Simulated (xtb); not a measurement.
difluoro(1-fluoroethenyl)borane (C₂H₂BF₃), SMILES FB(F)C(=C)F. All values are semi-empirical tight-binding results from xtb (GFN2-xTB unless named), good for trends rather than for accurate numbers. Geometry: GFN2-xTB. The values are those of a single conformer.

Optimised geometry:

Bonded distances (Å): C1–C2 1.331, C1–H7 1.074, C1–H8 1.077, C2–F3 1.357, C2–B4 1.563, B4–F5 1.310, B4–F6 1.317. Angles (°): C2–C1–H7 120.0, C2–C1–H8 121.6, H7–C1–H8 118.5, C1–C2–F3 117.9, C1–C2–B4 125.2, F3–C2–B4 116.9, C2–B4–F5 124.5, C2–B4–F6 120.3, F5–B4–F6 115.1.
Charge 0, spin multiplicity 1.

```yaml
point_group_as_xtb_finds_it: Cs
orbital_gap: 3.99 eV
dipole_moment: 2.38 D
zero_point_energy: 26.6 kcal/mol
G − E(el) at 298.15 K (modified RRHO): 7.6 kcal/mol
static polarisability (D4 model): 42.3 bohr³
solvation energy, GFN2-xTB/ALPB(water): -2.4 kcal/mol
solvation energy, GFN2-xTB/ALPB(acetone): -3.8 kcal/mol
```

Task: Give the IR lines (harmonic; lines under 4 % of the strongest left out, lines within 3 cm⁻¹ merged). (Estimate from the structure and the level; the computed values follow.)

Result: ν (cm⁻¹): 285 (w), 481 (w), 594 (w), 911 (w), 929 (w), 1134 (m), 1293 (m), 1330 (vs), 1357 (m), 1638 (w) (against the strongest line: vs over 80 %, s over 45 %, m over 15 %, w over 4 %, vw less)

Computed atomic charges and the Wiberg bond orders between heavy atoms:
charges (e) C1 -0.09, C2 0.08, F3 -0.21, B4 0.51, F5 -0.23, F6 -0.25, H7 0.08, H8 0.09. Bond orders C1–C2 1.85, C2–F3 0.97, C2–B4 1.01, B4–F5 1.11, B4–F6 1.08.
